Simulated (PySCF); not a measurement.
C3H6F2Si. Atoms are numbered in the order given.

```xyz
12

F     -1.7346     1.6195    -0.4867
C     -0.8174     0.8408     0.1506
C     -0.9967    -0.6292     0.1055
F     -0.6690    -1.3597     1.2134
C      0.1227    -0.0007    -0.6874
Si     1.9243    -0.2210    -0.1894
H     -0.4459     1.2965     1.0757
H     -1.8625    -1.0365    -0.4271
H     -0.0715     0.0426    -1.7657
H      2.0861     0.0844     1.2589
H      2.3708    -1.6169    -0.4571
H      2.7636     0.7199    -0.9852
```

Coordinates come from a B3LYP-D3(BJ)/def2-SVP optimisation. The structure was generated by enumeration; whether it is a known compound was not checked.

Method: PBE/def2-TZVP run with PySCF.

The molecule is in vacuum.

### Question
Estimate the frontier levels, gap, dipole moment and polarisability. (Estimate from the structure and the level; the computed values follow.)

### Answer

| Item | Value |
|---|---|
| highest occupied level | -6.77 eV |
| lowest empty level | -0.30 eV |
| orbital gap | 6.47 eV |
| dipole moment | 0.82 D |
| quadrupole, principal values (traceless, Buckingham form, about the centre of nuclear charge) | -6.40, 0.15, 6.24 D·Å |
| mean static polarisability | 63.3 bohr³ (9.38 Å³) |
| polarisability, principal values | 56.9, 59.6, 73.5 bohr³ |
